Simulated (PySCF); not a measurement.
**W⁻ (tungsten, charge -1) across methods**

[Xe] 4f14 5d5 6s2, high-spin 6S determinant. Calculation: PySCF 2.14, in def2-QZVPPD with the def2 core potential (60 electrons) (7s6p4d3f2g, 84 functions); scalar relativity through the core potential.

```tsv
method	E (hartree)	mean ε 6s α (eV)	mean ε 6s β (eV)	mean ε 5d α (eV)	Σ⟨r²⟩ (bohr²)	⟨S²⟩
PBEsol	-66.8844	-0.157	1.404	1.837	79.04	8.793
MN15	-66.8865	-1.242	0.096	0.348	77.89	8.765
r2SCAN	-67.0048	-0.557	1.280	1.445	80.23	8.864
BHandHLYP	-66.8386	-0.967	0.386	-0.105	79.27	8.784
PBE0	-66.9565	-0.720	0.954	0.703	79.17	8.796
UHF	-66.33928	-2.336	0.497	-2.721	84.44	8.922
M06-L	-66.9996	-0.063	1.366	1.891	78.90	8.790
PBE	-66.9995	-0.082	1.438	1.879	79.01	8.786
```

**Question.** Estimate the same row for LDA.

**Answer.** E (hartree) = -66.8347; mean ε 6s α (eV) = -0.237; mean ε 6s β (eV) = 1.179; mean ε 5d α (eV) = 1.803; Σ⟨r²⟩ (bohr²) = 78.78; ⟨S²⟩ = 8.784.

Energies and moments cover only the electrons outside the core potential. Spin-orbit coupling, which splits the p, d and f shells strongly at this Z, is absent. At PBEsol the highest occupied level has a positive energy, so only the finite basis holds that electron; in a semilocal or global hybrid functional this comes from self-interaction and does not mean that the real anion is unbound.

The highest occupied level is positive at PBEsol, MN15, r2SCAN, BHandHLYP, PBE0, UHF, LDA, M06-L, PBE: only the finite basis holds that electron, at UHF too, so the state is unbound at these levels.
